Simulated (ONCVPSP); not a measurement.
**Plane-wave convergence, ONCV potential for C**

C, optimised norm-conserving Vanderbilt (ONCV), made with ONCVPSP 4.0.1 (LDA (Perdew-Wang 92), scalar-relativistic). Core [He], reference 2s2 2p2. Waves: 2s: rc 1.25 bohr, ncon 3, nbas 6, qcut 5.4 1/bohr, 3 projectors, debl 1.3 Ha; 2p: rc 3.20 bohr, ncon 4, nbas 9, qcut 4.6 1/bohr, 1 projector. Local part: polynomial inside 0.85 bohr (lpopt 3, dvloc0 3 Ha). Core correction: Teter function, fcfact 4.5, rcfact 1.05.

**Question.** For each optimised wave give the share of its norm inside rc, the residual kinetic energy above qcut (Ha) and the cutoffs (Ha) for errors of 10, 1, 0.1 and 0.01 mHa per electron.

**Answer.**

```csv
wave,norm inside rc,residual KE,10 mHa,1 mHa,0.1 mHa,0.01 mHa
2s,0.364,9.7e-04,8.5,14.5,53.6,93.8
s projector 2,0.149,1.1e-03,8.7,14.7,32.5,87.2
s projector 3,0.087,1.9e-03,10.1,16.1,34.2,85.7
2p,0.908,2.5e-07,5.1,6.8,8.1,9.0
```

The occupied waves need 14 Ha and 54 Ha for 1 and 0.1 mHa. Its largest configuration-test error is +2884 meV.
